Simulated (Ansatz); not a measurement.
Consider the formal exchange of groups at a C–Ge bond: `C#[C][Ge]([Cl])([Cl])[Cl]` + `[CH3][SnH2][Cl]` → `C#[C][SnH]([CH3])[Cl]` + `[Cl][GeH]([Cl])[Cl]`.

Computed with Ansatz on PBE0-D4/def2-TZVP structures; ΔE is electronic, products minus reactants. CCSD(T)/CBS is the MP2 limit (def2-TZVPP, def2-QZVPP) plus CCSD(T) − MP2 in def2-TZVPP, frozen cores. Functionals use def2-TZVPP. B3LYP here is the variant with VWN-RPA as its local correlation; programs differ in this. HSE06 is defined as in plane-wave codes. def2 core potentials past Kr. For Ge, Sn outer-core shells are correlated without core-valence functions, which leaves a few kJ/mol of doubt a bond. Scalar relativity is left out up to krypton.

`C#[C][Ge]([Cl])([Cl])[Cl]`:

Cartesian coordinates in Å:
```
C -1.107 -1.080 1.409
C -0.470 -0.458 0.599
Ge 0.521 0.509 -0.663
Cl -0.780 1.527 -1.994
Cl 1.754 -0.802 -1.787
Cl 1.753 1.937 0.308
H -1.671 -1.631 2.127
```

`[CH3][SnH2][Cl]`:

Cartesian coordinates in Å:
```
C 0.265 1.075 -0.414
Sn -0.119 -0.936 0.159
Cl -1.251 -0.806 2.206
H 0.863 1.560 0.356
H 0.805 1.099 -1.362
H -0.681 1.605 -0.523
H -1.176 -1.759 -0.896
H 1.293 -1.839 0.475
```

`C#[C][SnH]([CH3])[Cl]`:

Cartesian coordinates in Å:
```
C 0.759 1.557 2.268
C 0.642 0.694 1.433
Sn 0.434 -0.756 -0.040
C -0.838 -0.069 -1.591
Cl -0.652 -2.556 0.976
H 0.862 2.312 3.013
H 1.966 -1.328 -0.506
H -0.983 -0.862 -2.323
H -1.798 0.208 -1.157
H -0.392 0.801 -2.074
```

`[Cl][GeH]([Cl])[Cl]`:

```xyz
5

Cl   -1.698    0.175   -1.191
Ge   -0.002   -0.130    0.055
Cl    1.752    0.153   -1.113
Cl   -0.028    1.334    1.597
H    -0.025   -1.532    0.652
```

| level | ΔE (kJ/mol) | difference from CCSD(T)/CBS |
| --- | --- | --- |
| LDA (SPW92) | -3.5 | 8.8 |
| revPBE-D4 | -4.9 | 7.4 |
| BLYP-D4 | -6.3 | 6.0 |
| r2SCAN-D4 | -6.5 | 5.8 |
| B97M-V | -3.5 | 8.8 |
| PBE0-D4 | -6.3 | 6.0 |
| B3LYP-D4 | -6.5 | 5.8 |
| r2SCANh-D4 | -6.4 | 5.9 |
| r2SCAN0-D4 | -6.4 | 5.9 |
| BHLYP-D4 | -7.1 | 5.2 |
| CAM-B3LYP-D4 | -6.9 | 5.4 |
| ωB97X-V | -8.0 | 4.3 |
| ωB97M-V | -8.0 | 4.3 |
| B2PLYP | -8.2 | 4.1 |
| PBE-QIDH | -6.6 | 5.7 |
| PBE | -8.3 | 4.0 |
| revPBE | -9.7 | 2.6 |
| BLYP | -10.2 | 2.1 |
| r2SCAN | -6.9 | 5.4 |
| PBE0 | -8.0 | 4.3 |
| B3LYP | -9.5 | 2.8 |
| r2SCANh | -6.9 | 5.4 |
| r2SCAN0 | -6.9 | 5.4 |
| HSE06 | -7.9 | 4.4 |
| BHLYP | -9.2 | 3.1 |
| CAM-B3LYP | -8.6 | 3.7 |
| LC-ωPBE | -8.1 | 4.2 |
| RPA@PBE/def2-TZVPP | -7.1 | 5.2 |
| HF/def2-SVP | -5.9 | 6.4 |
| MP2/def2-SVP | -2.0 | 10.3 |
| CCSD(T)/def2-SVP | -3.5 | 8.8 |
| HF/def2-TZVPP | -10.3 | 2.0 |
| SCS-MP2/def2-TZVPP | -6.6 | 5.7 |
| CCSD/def2-TZVPP | -6.9 | 5.4 |
| CCSD(T)/def2-TZVPP | -6.6 | 5.7 |
| MP2/def2-QZVPP | -9.9 | 2.4 |
| SCS-MP2/def2-QZVPP | -10.4 | 1.9 |
| HF/CBS(def2) | -12.7 | -0.4 |
| MP2/CBS(def2) | -11.6 | 0.7 |
| CCSD/CBS(def2) | -12.6 | -0.3 |
| CCSD(T)/CBS | -12.3 | 0 |

Task: What do rigid-rotor, harmonic-oscillator terms from PBE0-D4/def2-TZVP frequencies (298.15 K, 1 bar) make of the CCSD(T)/CBS value? (Best estimate.)

Result: Computed: ΔZPE = +2.1 kJ/mol, ΔH = -10.2 kJ/mol, ΔS = 5 J/(mol·K), ΔG = -11.7 kJ/mol.

Largest T1 diagnostic among the species: 0.012.

Leaving LDA and LC-ωPBE aside and taking each functional with its dispersion term where it has one, the values spread over 4.7 kJ/mol, from B2PLYP to B97M-V. LDA lies +4.8 kJ/mol from PBE without D4. At CCSD(T), def2-SVP lies +8.8 kJ/mol from the extrapolated value and def2-TZVPP +5.7 kJ/mol. In def2-TZVPP, CCSD(T) changes the Hartree–Fock value by +3.7 kJ/mol (the triples alone add +0.3 kJ/mol) and MP2 by +4.5 kJ/mol.
